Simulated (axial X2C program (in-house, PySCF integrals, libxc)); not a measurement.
# Outer orbitals of MoP⁻ at 2.177 Å, PBE0

All values were computed with an in-house relativistic program for diatomic molecules. Spin-free means the one-electron spin-free X2C Hamiltonian; two-component (2c) means X2C with spin–orbit coupling and atomic mean-field two-electron Coulomb and Gaunt terms, so the difference of the two also holds small scalar two-electron terms. Basis: Mo dyall-acv3z [12s13p10d5f3g], P dyall-av3z [9s8p3d2f] (cores contracted in-house); Gaussian nuclei, density fitting, unrestricted open shells. Masses: Mo 97.905 u, P 30.974 u.

The distance is close to the 2c PBE0 minimum; the highest filled and lowest empty levels are listed.

Spin-free orbitals, state M_S = 2, Λ = 1 (beyond evenly filled blocks: σα, π+α, δ+α, δ-α) (Löwdin shares):

```json
{"symmetry": "π+β", "occupied": "yes", "ε (eV)": "-34.78", "atomic character": "98% Mo p"}
{"symmetry": "π-β", "occupied": "yes", "ε (eV)": "-34.78", "atomic character": "98% Mo p"}
{"symmetry": "σβ", "occupied": "yes", "ε (eV)": "-9.89", "atomic character": "65% P s, 13% Mo d, 11% Mo p"}
{"symmetry": "σα", "occupied": "yes", "ε (eV)": "-9.16", "atomic character": "62% P s, 16% Mo d, 10% Mo p"}
{"symmetry": "π+α", "occupied": "yes", "ε (eV)": "-2.30", "atomic character": "74% Mo d, 22% P p"}
{"symmetry": "σα", "occupied": "yes", "ε (eV)": "-2.24", "atomic character": "52% Mo d, 36% P p, 6% P s"}
{"symmetry": "π-α", "occupied": "yes", "ε (eV)": "-2.00", "atomic character": "72% Mo d, 23% P p"}
{"symmetry": "σβ", "occupied": "yes", "ε (eV)": "-1.82", "atomic character": "67% P p, 20% Mo d, 6% Mo s"}
{"symmetry": "δ+α", "occupied": "yes", "ε (eV)": "-1.58", "atomic character": "97% Mo d"}
{"symmetry": "δ-α", "occupied": "yes", "ε (eV)": "-1.54", "atomic character": "98% Mo d"}
{"symmetry": "π+β", "occupied": "yes", "ε (eV)": "-1.36", "atomic character": "62% P p, 27% Mo d, 5% Mo p"}
{"symmetry": "π-β", "occupied": "yes", "ε (eV)": "-1.36", "atomic character": "62% P p, 27% Mo d, 5% Mo p"}
{"symmetry": "σα", "occupied": "yes", "ε (eV)": "-1.08", "atomic character": "53% Mo s, 22% P p, 13% Mo d"}
{"symmetry": "π+α", "occupied": "yes", "ε (eV)": "0.60", "atomic character": "41% Mo p, 40% P p, 15% Mo d"}
{"symmetry": "σα", "occupied": "no", "ε (eV)": "1.64", "atomic character": "82% Mo p, 14% Mo s"}
{"symmetry": "π-α", "occupied": "no", "ε (eV)": "1.65", "atomic character": "93% Mo p, 5% P p, 2% Mo d"}
{"symmetry": "π+α", "occupied": "no", "ε (eV)": "1.73", "atomic character": "97% Mo p, 2% P p"}
{"symmetry": "σβ", "occupied": "no", "ε (eV)": "1.90", "atomic character": "93% Mo p, 6% Mo s"}
```

The highest filled level is positive, so this functional does not bind it, and the empty levels of an anion are set by the basis.

Spinors with spin–orbit coupling (state Ω = 1):

| ω | occupied | ε (eV) | atomic character | λ mixture |
| --- | --- | --- | --- | --- |
| -1/2 | yes | -35.14 | 97% Mo p | 91% σ, 9% π |
| 1/2 | yes | -35.09 | 98% Mo p | 86% π, 14% σ |
| -3/2 | yes | -33.90 | 98% Mo p | 100% π |
| -1/2 | yes | -9.87 | 65% P s, 13% Mo d, 11% Mo p | 100% σ |
| 1/2 | yes | -9.15 | 62% P s, 16% Mo d, 10% Mo p | 100% σ |
| -1/2 | yes | -2.32 | 74% Mo d, 22% P p | 99% π, 1% σ |
| 1/2 | yes | -2.22 | 52% Mo d, 36% P p, 6% P s | 100% σ |
| 3/2 | yes | -1.95 | 72% Mo d, 23% P p | 100% π |
| -1/2 | yes | -1.80 | 66% P p, 21% Mo d, 6% Mo s | 99% σ, 1% π |
| -3/2 | yes | -1.65 | 96% Mo d | 98% δ, 2% π |
| 5/2 | yes | -1.44 | 97% Mo d | 100% δ |
| 1/2 | yes | -1.36 | 61% P p, 27% Mo d, 5% Mo p | 99% π, 1% σ |
| -3/2 | yes | -1.31 | 61% P p, 28% Mo d, 5% Mo p | 98% π, 2% δ |
| 1/2 | yes | -1.06 | 53% Mo s, 22% P p, 13% Mo d | 99% σ, 1% π |
| -1/2 | yes | 0.58 | 40% Mo p, 40% P p, 15% Mo d | 100% π |
| 1/2 | no | 1.66 | 81% Mo p, 16% Mo s | 100% σ |
| 3/2 | no | 1.67 | 94% Mo p, 4% P p | 100% π |
| -1/2 | no | 1.74 | 97% Mo p | 100% π |
| -1/2 | no | 1.91 | 93% Mo p, 6% Mo s | 100% σ |

The highest filled level is positive, so this functional does not bind it, and the empty levels of an anion are set by the basis.

**Question.** How does the gap between the highest filled and lowest empty level change from the spin-free to the 2c table?

**Answer.** From 1.04 to 1.08 eV at PBE0, a change of 0.04 eV.

Mulliken charges and populations of the two-component result (they depend on the basis, above all on diffuse functions):

Mo -0.48 e (s 8.91 p 18.54 d 14.99 f 0.03 g 0.01), P -0.52 e (s 5.83 p 9.63 d 0.05 f 0.01). ⟨Lz⟩ = -1.00 ħ and ⟨Sz⟩ = 2.00 ħ (2.36 and -0.37 on the two atoms), which add up to Ω.

One determinant describes the state; a PBE0 search over occupations chose it and may have missed a lower one. Density functionals use the spin component along the axis (collinear). Other states lie close and PBE0, whose exact exchange favours high spin, may order them wrongly; the determinant shown need not be the ground state. The nearest other spin-free determinant of the search, M_S = 1, Λ = 0, lies 0.07 eV up at the distance of the search. The functionals have no current-density term, which raises determinants with orbital currents, atoms included. With several unpaired electrons one determinant need not be a pure state. Open-shell Ω = 0 determinants with evenly filled partner blocks cannot be reached by this program, so the Ω shown need not be the lowest component. The highest occupied level of some functionals is positive through self-interaction error; at Hartree–Fock it is bound. The determinant is spin-polarised beyond a pure state at some levels (its spin-free form has ⟨S²⟩ too high), which makes Re and μ there less reliable.
